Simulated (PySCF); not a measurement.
5-methylidene-2H-1,3-oxazole (C4H5NO), SMILES C=C1C=NCO1.

Geometry: PBE-D3(BJ)/def2-SVP. One conformer was computed; it need not be the lowest.

All values below come from PBE-D3(BJ)/def2-SVP (PySCF 2.14.0).

No scaling factor is applied to the harmonic values.

| mode | ν (cm⁻¹) | IR (km/mol) | moving atoms (share of kinetic energy) |
|---|---|---|---|
| 1 | 176 | 2.2 | C 40 %, O 31 %, H 28 % |
| 2 | 349 | 0.1 | C 47 %, H 37 %, O 12 % |
| 3 | 351 | 9.8 | H 33 %, N 32 %, C 31 % |
| 4 | 627 | 6.4 | C 50 %, H 42 % |
| 5 | 668 | 2.6 | H 84 %, C 12 % |
| 6 | 693 | 2.3 | C 72 %, H 13 %, O 8 % |
| 7 | 775 | 50.3 | H 67 %, C 32 % |
| 8 | 797 | 1.2 | N 44 %, O 39 %, C 15 % |
| 9 | 874 | 10.5 | H 49 %, C 38 %, O 9 % |
| 10 | 907 | 2.1 | H 61 %, C 36 % |
| 11 | 925 | 45.6 | C 42 %, H 29 %, O 21 %, N 8 % |
| 12 | 982 | 103.3 | C 44 %, O 34 %, N 12 %, H 10 % |
| 13 | 1017 | 18.5 | C 60 %, H 18 %, O 12 %, N 10 % |
| 14 | 1035 | 11.1 | H 60 %, C 32 % |
| 15 | 1154 | 0.2 | H 96 % |
| 16 | 1211 | 24.1 | H 65 %, C 30 % |
| 17 | 1264 | 9.3 | H 56 %, C 33 %, N 10 % |
| 18 | 1341 | 46.3 | C 48 %, H 42 %, O 10 % |
| 19 | 1360 | 1.3 | H 82 %, C 15 % |
| 20 | 1416 | 4.6 | H 90 %, C 9 % |
| 21 | 1623 | 36.7 | C 53 %, N 42 % |
| 22 | 1674 | 56.4 | C 93 % |
| 23 | 2944 | 54.5 | H 95 % |
| 24 | 2984 | 18.0 | H 90 %, C 10 % |
| 25 | 3112 | 0.5 | H 95 % |
| 26 | 3121 | 4.9 | H 91 %, C 9 % |
| 27 | 3220 | 0.5 | H 89 %, C 11 % |
